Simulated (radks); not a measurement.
Spin polarisation of the 4d8 shell in the palladium ion Pd2+. Start: [Kr] 4d(up 4, down 4); electrons of 4d are moved from spin down to spin up, other shells keep equal spins. All-electron calculation, non-relativistic Kohn-Sham, LDA (Slater exchange, Perdew-Wang correlation), spin-polarised, spherical densities, point nucleus. Program: a radial shooting solver on a logarithmic mesh with Libxc functionals.

moment (Bohr magnetons)  E - E(0) (eV)  e(4d up) (eV)  e(4d down) (eV)  4p down minus up (eV)
0                                0.000        -27.938          -27.938                  0.000
0.5                             -0.041        -28.100          -27.769                  0.355
1                               -0.165        -28.255          -27.593                  0.710
1.5                             -0.372        -28.402          -27.408                  1.065
2                               -0.662        -28.543          -27.216                  1.421

At moment 2 the spin-polarisation energy is -0.662 eV and the 4d exchange splitting 1.326 eV, that is 0.663 eV per Bohr magneton; E = -I m^2/4 would give I = 0.662 eV.
